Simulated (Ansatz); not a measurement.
C4H12Ge, singlet, geometry from GFN2-xTB. Base run: B3LYP/STO-3G (Ansatz, a quantum-chemistry and plane-wave program).

Geometry (Å):
```xyz
17

Ge     0.4607     1.0620     0.1267
C     -0.3325    -0.7666    -0.0914
C     -0.5453    -1.3891     1.2841
C      0.6209    -1.6336    -0.9064
C     -1.6692    -0.6511    -0.8160
H      1.7733     1.0205     0.8492
H      0.7112     1.7250    -1.1940
H     -0.4379     1.9726     0.9077
H     -0.9773    -2.3857     1.1929
H      0.4012    -1.4749     1.8171
H     -1.2207    -0.7777     1.8819
H      1.5840    -1.7215    -0.4044
H      0.7868    -1.1997    -1.8920
H      0.2122    -2.6354    -1.0388
H     -1.5351    -0.2021    -1.7997
H     -2.3613    -0.0303    -0.2477
H     -2.1216    -1.6340    -0.9480
```
Charge 0, spin multiplicity 1.
All else is at Ansatz's defaults.

The base run was repeated with changes; each row names its change, and settings that it needs were set with it.

```
change                                                                 basis functions       E (Eh)
---------------------------------------------------------------------  ---------------  -----------
base                                                                                50  -2210.83991
basis = cc-pVDZ-DK; relativity = none                                              143  -2224.81891
basis = jorge-DZP-DKH; relativity = spin-free X2C; nucleus = Gaussian              163  -2258.44240
basis = jorge-DZP-DKH; relativity = none                                           163  -2231.58391
basis = x2c-SVPall; relativity = spin-free X2C; nucleus = Gaussian                 148  -2258.06784
basis = x2c-SVPall; relativity = none                                              148  -2227.83359
basis = cc-pVDZ-DK; relativity = spin-free X2C; nucleus = Gaussian                 143  -2258.45564
basis = cc-pVDZ-DK; relativity = spin-free X2C                                     143  -2258.46727
basis = x2c-SVPall; relativity = spin-free X2C                                     148  -2258.07818
basis = jorge-DZP-DKH; relativity = spin-free X2C                                  163  -2258.45430
```

Absolute energies of different levels of theory aren't comparable as measures of quality.

Ansatz warned in this series: the basis is contracted for relativity, which the run leaves out.

Basis sets contracted for a relativistic Hamiltonian are a mismatch without it, so the rows without relativity aren't non-relativistic limits. No row has spin-orbit coupling; sets with core potentials leave out the core electrons.
